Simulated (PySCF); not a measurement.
# Polarisability and C₆ of Os³⁺ (osmium, charge +3)

[Xe] 4f14 5d5, high-spin 6S determinant. Calculation: PySCF 2.14, in aug-cc-pVTZ-PP with one added diffuse shell each of s, p, d, f, g type with ECP60MDF (7s7p6d4f3g, 113 functions); a scalar-relativistic core potential. Coupled (time-dependent) response in atomic units; α is the mean over directions.

```tsv
method	mean α (bohr³)	C₆ (like pair)	S(−4)
UHF	6.570	35.27	9.153
PBE	7.140	38.63	12.11
```

S(−4) is the Cauchy moment in α(ω) = α(0) + S(−4) ω² + …

α(iu) at PBE:

| u (hartree) | α(iu) (bohr³) |
| --- | --- |
| 0 | 7.140 |
| 0.0500 | 7.110 |
| 0.100 | 7.022 |
| 0.200 | 6.707 |
| 0.300 | 6.276 |
| 0.500 | 5.344 |
| 0.750 | 4.335 |
| 1.00 | 3.550 |
| 1.50 | 2.468 |
| 2.00 | 1.790 |
| 3.00 | 1.040 |
| 5.00 | 0.4598 |

A single London oscillator, α(iu) = α/(1 + u²/ω²), gives C₆ = (3/4) ω α². Matching the computed C₆ needs ω = 4 × 38.63 / (3 × 7.140²) = 1.01 hartree.

For an ion, C₆ is the dispersion term alone; charge-induced terms of lower order in 1/R come first.

Energies and moments cover only the electrons outside the core potential. Spin-orbit coupling, which splits the p, d and f shells strongly at this Z, is absent.
